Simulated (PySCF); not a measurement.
## Vertical excitation energies

Species: C4H10OSi.
InChI=1S/C4H10OSi/c6-5-3-4-1-2-4/h4H,1-3H2,6H3

Computed, not measured: TDDFT B3LYP/def2-SVPD, vertical, gas phase, core orbitals frozen in the response (PySCF 2.14.0, density-fitted response routines). Geometry: GFN2-xTB, one conformer, isolated molecule. Torsions of this conformer, `[SiH3:1][O:2][CH2:3][CH:4]1[CH2:5][CH2:6]1`: Si1–O2–C3–C4 178°, O2–C3–C4–C5 -86°.

Problem. What does the calculation give for the low-lying excited states?

Solution. 

```csv
state,E (eV),E (hartree),f,"main configurations (H = HOMO, L = LUMO)"
S1,6.71,0.2465,0.0036,H→L (92%)
S2,7.31,0.2686,0.013,"H-1→L (74%), H-3→L (22%)"
S3,7.48,0.2748,0.037,"H-2→L (51%), H→L+1 (38%)"
S4,7.56,0.2780,0.031,"H→L+1 (57%), H-2→L (36%)"
S5,7.77,0.2854,0.0058,"H-3→L (62%), H-1→L (17%)"
S6,7.79,0.2862,0.0099,"H→L+2 (70%), H-2→L+1 (15%)"
S7,7.91,0.2906,0.0022,H→L+3 (84%)
S8,7.98,0.2932,0.013,"H→L+4 (73%), H→L+5 (11%)"
```

Triplets, Tamm–Dancoff:

```csv
state,E (eV),λ (nm),"main configurations (H = HOMO, L = LUMO)"
T1,6.46,191.8,"H→L (86%), H-2→L (8%)"
T2,7.04,176.1,"H-1→L (55%), H-3→L (38%)"
T3,7.33,169.1,"H→L+1 (50%), H-2→L (32%)"
```

The lowest singlet comes at 185 nm (647 kJ/mol) in the vacuum ultraviolet; it is very weak; its leading configuration is HOMO→LUMO (92%). The most intense listed level is S3 at 7.48 eV (166 nm, f = 0.037), 0.77 eV above S1. Löwdin shares by element: HOMO oxygen 37%, carbon 21% or more, silicon 8% (atoms not listed hold the other 34%); LUMO silicon 38%, hydrogen 32% or more (atoms not listed hold the other 29%). The oscillator strengths of these states sum to 0.114; summed over the whole spectrum of an exact calculation they would give the number of electrons, 56 (Thomas–Reiche–Kuhn). Weighted by f, the mean energy of these states is 7.56 eV. The listed states span 1.27 eV, and the widest gap between neighbours is 0.60 eV (S1 to S2). The window holds the lowest 8 singlets.
